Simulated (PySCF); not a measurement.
PySCF input:

```python
from pyscf import gto, scf, dft

mol = gto.M(
    atom='''
    Al    0.51373138   -0.10586590    0.27596507
    C    -0.06661567    1.32950840   -0.95262906
    H    -0.92803417    1.84076126   -0.51366780
    H    -0.38376505    0.87718242   -1.89651772
    H     0.71765315    2.05903835   -1.15229376
    F    -0.63162976   -1.26419730    0.63230086
    ''',
    basis='def2-tzvpd',
    charge=0,
    spin=1,
    verbose=4,
)

mf = scf.UHF(mol).density_fit(auxbasis='def2-universal-jkfit')
mf.conv_tol = 1e-9
mf.max_cycle = 100
mf.max_memory = 1500
mf.kernel()
if not mf.converged:
    mf = mf.newton()
    mf.kernel(mf.make_rdm1())
for _ in range(2):
    mo, _, stable, _ = mf.stability(return_status=True)
    if stable:
        break
    mf.kernel(mf.make_rdm1(mo, mf.mo_occ))
mf.analyze()
```

**Question.** Which total energy does the run end on?

**Answer.** -381.09201 Eh (HF/def2-TZVPD).

It need not be the lowest isomer of its formula.
